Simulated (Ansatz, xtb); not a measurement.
Molecule: NO₃ (charge -1, singlet). It need not be the lowest isomer of its formula. Whether it binds its extra electron was not tested at this geometry. 
Geometry from a B3LYP-D3(BJ)/def2-TZVP (Ansatz, a first-principles code) optimisation:
```
N
O 1 1.2564
O 1 1.2564 2 120.00
O 1 1.2564 2 120.00 3 180.00
```
Charge -1, spin multiplicity 1.

Harmonic wavenumbers from GFN2-xTB (xtb, at its own minimum), cm⁻¹: 698, 698, 802, 1109, 1523, 1523.

**Question.** Give the harmonic wavenumbers at B3LYP-D3(BJ)/def2-TZVP (Ansatz, finite differences of forces, unscaled).

**Answer.** 715, 715, 851, 1069, 1401, 1401 cm⁻¹. Zero-point energy 8.8 kcal/mol.

**Question.** From these and the geometry, give the ideal-gas thermochemistry at 298.15 K and 1 atm (rigid rotor, harmonic oscillator).

**Answer.** Point group D3h, rotational symmetry number 6. Rotational constants 13.34, 13.34, 6.67 GHz. S(trans) 38.29, S(rot) 19.56, S(vib) 0.85, S(elec, spin only) 0.00, S 58.7 cal/(mol K). H(298) - H(0) 2.57 kcal/mol; G - E(el) -6.1 kcal/mol.
